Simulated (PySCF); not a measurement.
Identify the unknown among the candidates.

All candidates are C4H12Si2.

* 13C NMR: chemical shifts (computed TMS as zero) by class: 4.1 (2 C), -5.0 (1 C), -12.4 (1 C) ppm [GIAO PBE0/pcSseg-1]
* NMR, other nuclei: isotropic shieldings of nuclei other than C and H, by class: 373 (1 Si), 420 (1 Si) ppm [GIAO PBE0/pcSseg-1]
* Rotational structure: rotational constants A, B, C: 7.549, 0.844, 0.811 GHz [PBE0-D3(BJ)/def2-SVP]
* 1H NMR: chemical shifts (computed TMS as zero) by class: 3.97 (3 H), 3.87 (2 H), 0.68 (2 H), 0.26 (2 H), -0.07 (2 H), -0.40 (1 H) ppm [GIAO PBE0/pcSseg-1]
* Polarisability: 103.1 au [B3LYP/def2-SVPD]
* Valence photoelectron: vertical ionisation energy: 9.73 eV [ΔSCF B3LYP/def2-SVPD]
* Triplet: lowest triplet excitation (Tamm–Dancoff): 6.96 eV [TDA B3LYP/def2-SVPD]
* UV, strongest line: among the 10 lowest singlet transitions: S5 at 7.78 eV (159 nm, f = 0.120) [TDDFT B3LYP/def2-SVPD]

Electronic properties: PySCF, gas phase, density fitting. Levels stand in brackets. One conformer (not necessarily the lowest) at the PBE0-D3(BJ)/def2-SVP geometry, without solvent, vibrations or thermal averaging. NMR classes are plain means over equivalent atoms (diastereotopic ones count apart unless rotation or inversion swaps them), as if these changed places fast.

Question: Which candidate is it?
A. `C[Si@@H]1CCC[SiH2]1`
B. `[SiH3]C[SiH2]C1CC1`
C. `C=C(C)[SiH2]C[SiH3]`

Answer: B. It is `[SiH3]C[SiH2]C1CC1`. Numbering: `[SiH3:1][CH2:2][SiH2:3][CH:4]1[CH2:5][CH2:6]1`. Its formula, C4H12Si2, gives 1 degree of unsaturation: 1 ring and 0 π bonds in the structure found. 4 carbons fall into 3 classes; from least to most shielded: three-membered-ring carbon [C5/C6] (4.1 ppm, 2 C), ring sp3 carbon bound to silicon [C4] (-5.0 ppm), chain sp3 carbon bound to silicon [C2] (-12.4 ppm). Hydrogen classes from least to most shielded: 3 H on an SiH3 silicon, Si1 (3.97 ppm), 2 H on an SiH2 silicon, Si3 (3.87 ppm, a mean of values up to 1.1 ppm apart in this geometry), 2 H on 2 three-membered-ring carbons, C5/C6 (0.68 ppm), 2 H on 2 three-membered-ring carbons, C5/C6 (0.26 ppm), 2 H on an sp3 carbon bound to silicon, C2 (-0.07 ppm), 1 H on an sp3 carbon bound to silicon, C4 (-0.40 ppm). The other shieldings belong to: 373 ppm, SiH2 silicon [Si3]; 420 ppm, SiH3 silicon [Si1]. The first electron is taken from the HOMO, whose largest Löwdin shares are 0.21 on a three-membered-ring carbon, 0.20 on an sp3 carbon bound to silicon, 0.15 on an sp3 carbon bound to silicon and 0.11 on the SiH2 silicon. The optimised geometry has point group C1 and is an asymmetric top.

The others, at the same levels:
- `C[Si@@H]1CCC[SiH2]1` fails: its computed vertical ionisation energy is 8.97 eV (against 9.73 eV), lowest triplet excitation (Tamm–Dancoff) is 5.54 eV (against 6.96 eV) and strongest line among the 10 lowest singlet transitions is S4 at 6.99 eV (177 nm, f = 0.145) (against S5 at 7.78 eV).
- `C=C(C)[SiH2]C[SiH3]` fails: it has 4 carbon classes against 3; its computed 13C shifts are 152.1 (1 C), 137.4 (1 C), 25.0 (1 C), -12.6 (1 C) ppm, 1H shifts are 5.91 (1 H), 5.86 (1 H), 4.28 (2 H), 4.00 (3 H), 1.95 (3 H), -0.12 (2 H) ppm and rotational constant A is 5.390 GHz (against 7.549 GHz).

Each candidate is one conformer, not necessarily the lowest. Dipoles, sizes and rotational constants follow the conformer. The torsions of the flexible species, by atom-mapped SMILES:
- `[SiH3:1][CH2:2][SiH2:3][CH:4]1[CH2:5][CH2:6]1`: Si1–C2–Si3–C4 -178°, C2–Si3–C4–C5 83°
- `[CH2:1]=[C:2]([CH3:3])[SiH2:4][CH2:5][SiH3:6]`: C1–C2–Si4–C5 119°, C2–Si4–C5–Si6 -178°

The conformers of `C[Si@@H]1CCC[SiH2]1` aren't listed.
